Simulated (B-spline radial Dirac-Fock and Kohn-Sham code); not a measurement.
These are calculated numbers from a radial atomic solver; the model is independent-particle photoionisation in a Dirac-Hartree-Slater potential with a Latter tail, all multipoles, thresholds from Dirac-Fock ΔSCF. Kinetic energies are from the vacuum level. Open shells are spread statistically over j, without multiplet splitting. Without correlation, outer binding energies are uncertain by a few eV, most for open f shells.

Question: A free atom or ion in its tabulated ground configuration is ionised with 8480 eV photons and gives these photoelectron lines. Identify it and assign the lines.

| kinetic energy (eV) | relative cross section |
| --- | --- |
| 7343.2 | 100.0 |
| 7490.7 | 29.1 |
| 7510.7 | 53.3 |
| 8318.9 | 14.5 |
| 8365.6 | 3.8 |
| 8368.2 | 6.9 |
| 8443.9 | 0.16 |
| 8444.3 | 0.22 |

Answer: Cu²⁺, [Ar] 3d9. Binding energies are hν less the kinetic energy: 2s 1136.8 eV, 2p1/2 989.3 eV, 2p3/2 969.3 eV, 3s 161.1 eV, 3p1/2 114.4 eV, 3p3/2 111.8 eV, 3d3/2 36.05 eV, 3d5/2 35.70 eV.

Question: A free atom or ion in its tabulated ground configuration is ionised with 2690 eV photons and gives these photoelectron lines. Identify it and assign the lines.

| kinetic energy (eV) | relative cross section |
| --- | --- |
| 57.86 | 17.7 |
| 350.7 | 43.2 |
| 764.0 | 70.8 |
| 826.4 | 100.0 |
| 2033.8 | 4.2 |
| 2137.4 | 5.1 |
| 2205.2 | 10.8 |
| 2375.5 | 10.5 |
| 2387.9 | 14.7 |
| 2555.2 | 0.80 |
| 2589.1 | 0.83 |
| 2599.5 | 1.7 |
| 2602.5 | 3.1 |
| 2604.7 | 3.9 |
| 2640.4 | 0.19 |
| 2641.3 | 0.26 |

Answer: W⁴⁺, [Xe] 4f14 5d2. Binding energies are hν less the kinetic energy: 3p1/2 2632.1 eV, 3p3/2 2339.3 eV, 3d3/2 1926.0 eV, 3d5/2 1863.6 eV, 4s 656.2 eV, 4p1/2 552.6 eV, 4p3/2 484.8 eV, 4d3/2 314.5 eV, 4d5/2 302.1 eV, 5s 134.8 eV, 5p1/2 100.9 eV, 5p3/2 90.53 eV, 4f5/2 87.47 eV, 4f7/2 85.34 eV, 5d3/2 49.61 eV, 5d5/2 48.70 eV.

Question: A free atom or ion in its tabulated ground configuration is ionised with Ag Lα (2984.4 eV) photons and gives these photoelectron lines. Identify it and assign the lines.

| kinetic energy (eV) | relative cross section |
| --- | --- |
| 685.8 | 100.0 |
| 2666.1 | 6.3 |
| 2718.5 | 0.94 |
| 2719.5 | 1.8 |

Answer: P⁶⁺, [He] 2s2 2p5. Binding energies are hν less the kinetic energy: 1s 2298.6 eV, 2s 318.3 eV, 2p1/2 265.9 eV, 2p3/2 264.9 eV.
